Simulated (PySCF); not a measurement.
Ranking problems on computed properties.

All species are isolated and taken at one optimised geometry, non-relativistic unless stated; the electronic structure was computed with PySCF and density fitting.

Dipoles, sizes and rotational constants follow the conformer. The torsions of the flexible species, by atom-mapped SMILES:
- `[CH3:1][C@@H:2]([F:3])[C:4]([NH2:5])=[O:6]`: C1–C2–C4–N5 -113°, H–N5–C4–C2 -179°, H–N5–C4–C2 -3°
- `[CH3:1][c:2]1[cH:3][n:4][n:5]([CH3:6])[c:7]1[CH:8]=[O:9]`: N5–C7–C8–O9 0°
- `[CH3:1][C:2]1([C:3]([F:4])([F:5])[F:6])[CH:7]=[CH:8]1`: C1–C2–C3–F4 180°
- `[CH3:1][C:2]#[C:3][CH2:4][Si+:5]([CH3:6])[CH2:7][F:8]`: C3–C4–Si5–C6 47°, C4–Si5–C7–F8 179°
- `[CH3:1][C:2](=[O:3])/[N:4]=[CH:5]/[C:6]#[C:7][CH2:8][NH2:9]`: C1–C2–N4–C5 -114°, H–N9–C8–C7 -59°, H–N9–C8–C7 60°
- `[CH3:1][CH2:2][c:3]1[cH:4][s:5][c:6](=[S:7])[o:8]1`: C1–C2–C3–C4 -110°

(1) Rank by lowest singlet excitation, highest first (TDDFT PBE0/def2-SVPD at GFN2-xTB geometries).
A. `CC#CC[Si+](C)CF`
B. `NC([C@H](F)C)=O`
C. `n1n(C)c(c(c1)C)C=O`
D. `C1C(C)(C(F)(F)F)C=1`

(2) By how much do the two ends of that ranking differ?

(3) Rank by electronic spatial extent ⟨r²⟩ about the centre of nuclear charge, highest first (PBE0/def2-SVPD at GFN2-xTB geometries).
A. `CC#CC[Si+](C)CF`
B. `CC1(C(F)(F)F)C=C1`
C. `C[C@@H](F)C(N)=O`
D. `Cc1cnn(C)c1C=O`

(4) By how much do the two ends of that ranking differ?

(5) Rank by static isotropic polarisability, highest first (PBE0/def2-SVPD at GFN2-xTB geometries).
A. `CC1(C(F)(F)F)C=C1`
B. `Cc1cnn(C)c1C=O`
C. `C[C@@H](F)C(N)=O`
D. `CC#CC[Si+](C)CF`

(6) By how much do the two ends of that ranking differ?

(7) Rank by HOMO–LUMO gap, highest first (PBE0/def2-SVPD at GFN2-xTB geometries).
A. `C(N)(=O)[C@@H](C)F`
B. `C1=CC1(C)C(F)(F)F`
C. `CC#CC[Si+](C)CF`
D. `Cc1cnn(C)c1C=O`

(8) By how much do the two ends of that ranking differ?

(9) Rank by smallest rotational constant, lowest first (GFN2-xTB).
A. `c1(CC)oc(=S)sc1`
B. `CC#CC[Si+](C)CF`
C. `CC(=O)/N=C/C#CCN`
D. `CC1=C(C=O)N(C)N=C1`
E. `C[C@@H](F)C(N)=O`

(10) By how much do the two ends of that ranking differ?

(11) Rank by HOMO energy, lowest first (PBE0/def2-SVPD at GFN2-xTB geometries).
A. `CC1(C(F)(F)F)C=C1`
B. `Cc1cnn(C)c1C=O`
C. `C[C@@H](F)C(N)=O`
D. `C(F)[Si+](C)CC#CC`

## Answers

(1) D (6.35 eV), B (5.76 eV), C (3.83 eV), A (2.54 eV).

(2) By 3.81 eV, between `CC1(C(F)(F)F)C=C1` and `CC#CC[Si+](C)CF`.

(3) A (1838 bohr²), D (1147 bohr²), B (799 bohr²), C (559 bohr²).

(4) By 1279 bohr², between `CC#CC[Si+](C)CF` and `C[C@@H](F)C(N)=O`.

(5) D (97.8 au), B (88.9 au), A (57.4 au), C (49.7 au).

(6) By 48.1 au, between `CC#CC[Si+](C)CF` and `C[C@@H](F)C(N)=O`.

(7) A (7.93 eV), B (7.47 eV), D (5.55 eV), C (3.58 eV).

(8) By 4.35 eV, between `C[C@@H](F)C(N)=O` and `CC#CC[Si+](C)CF`.

(9) C (0.501 GHz), B (0.609 GHz), A (0.760 GHz), D (1.009 GHz), E (2.249 GHz).

(10) By 1.748 GHz, between `C[C@@H](F)C(N)=O` and `CC(=O)/N=C/C#CCN`.

(11) D (-11.39 eV), A (-8.14 eV), C (-7.65 eV), B (-7.39 eV).
